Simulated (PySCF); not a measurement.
C6H16Ge, SMILES CC(C)(C)C[CH2][GeH3], singlet (GFN2-xTB optimised geometry):

```
23

C     -0.254    -2.271     1.213
C      0.258    -1.490     0.000
C     -0.236    -2.180    -1.276
C      1.789    -1.490     0.000
C     -0.292    -0.052     0.000
C      0.100     0.813     1.193
Ge    -0.688     2.615     1.054
H      0.050    -3.313     1.142
H      0.148    -1.868     2.139
H     -1.340    -2.235     1.261
H      0.127    -3.205    -1.322
H     -1.323    -2.202    -1.305
H      0.118    -1.653    -2.160
H      2.163    -2.505    -0.120
H      2.172    -0.886    -0.820
H      2.182    -1.097     0.934
H     -1.384    -0.104    -0.050
H      0.047     0.443    -0.915
H     -0.237     0.355     2.124
H      1.185     0.909     1.256
H     -0.310     3.489     2.209
H     -2.182     2.560     1.011
H     -0.246     3.313    -0.193
```

Calculation: PBE0/def2-SVP run with PySCF.

Task: What are the frontier orbital energies and the dipole moment?

Result: HOMO-2 -8.97 eV, HOMO-1 -8.85 eV, HOMO -8.06 eV, LUMO 1.20 eV, LUMO+1 1.98 eV; dipole moment 0.89 D.

Meta-Löwdin charges at PBE0/def2-SVP: C1 -0.30, C2 0.08, C3 -0.30, C4 -0.30, C5 -0.17, C6 -0.36, Ge7 0.35, H8 0.10, H9 0.09, H10 0.09, H11 0.09, H12 0.09, H13 0.09, H14 0.10, H15 0.09, H16 0.09, H17 0.08, H18 0.08, H19 0.10, H20 0.10, H21 -0.07, H22 -0.07, H23 -0.07.
